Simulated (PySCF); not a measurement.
A structure optimised at PBE-D3(BJ)/def2-SVP, used in a PySCF frequency run:

```
C
N 1 1.2798
H 1 1.1140 2 115.39
C 2 1.4435 1 122.19 3 180.00
H 4 1.1114 2 108.76 1 -122.74
H 4 1.1114 5 105.59 2 116.58
H 4 1.1161 5 107.96 6 115.28
C 1 1.5088 3 114.04 2 180.00
H 8 1.1058 1 114.05 3 180.00
H 8 1.1108 9 108.42 7 122.64
H 8 1.1108 9 108.42 10 114.72
```
Charge 0, spin multiplicity 1.

**Question.** Write its SMILES, formula and point group.

**Answer.** C/C=N\C, C3H7N, Cs

**Question.** What are its rotational constants (standard atomic weights)?

**Answer.** 17.180, 5.5149, 4.4053 GHz
